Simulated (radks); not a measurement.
Values are calculated unless marked as measured or tabulated.
Ionisation of Pb, [Hg] 6p2, to Pb+, [Hg] 6p1, under several functionals. Scalar-relativistic Kohn-Sham, spin-polarised, spherical densities, point nucleus; open shells are filled with parallel spins first (spin-orbit coupling, left out, can overturn this in heavy ions); a radial shooting solver on a logarithmic mesh with Libxc functionals.

\begin{tabular}{lrrrrrr}
functional & E(Pb) (hartree) & Exc (hartree) & IE (eV) & -e(HOMO) (eV) & <r> HOMO (bohr) & IE error (eV) \\ \hline
OLYP & -20889.1565 & -393.9050 & 6.723 & 3.677 & 3.313 & -0.694 \\
BP86 & -20884.2602 & -388.7354 & 7.124 & 4.050 & 3.311 & -0.293 \\
PW91 & -20883.8300 & -388.3137 & 7.047 & 3.987 & 3.324 & -0.370 \\
LDA (Slater exchange, VWN5 correlation) & -20870.7459 & -375.2792 & 7.160 & 4.062 & 3.307 & -0.256 \\
exchange-only B88 & -20878.5481 & -382.9634 & 6.431 & 3.451 & 3.431 & -0.986 \\
\end{tabular}

NIST Atomic Spectra Database: 7.417 eV (measured). Closest: LDA (Slater exchange, VWN5 correlation). The Delta-SCF values span 0.73 eV, the total energies 18.41 hartree. The highest occupied level is 6p. Open shells are spherical and high-spin; term and fine-structure splittings are not resolved. Spin-orbit splitting is averaged out at the scalar-relativistic level.
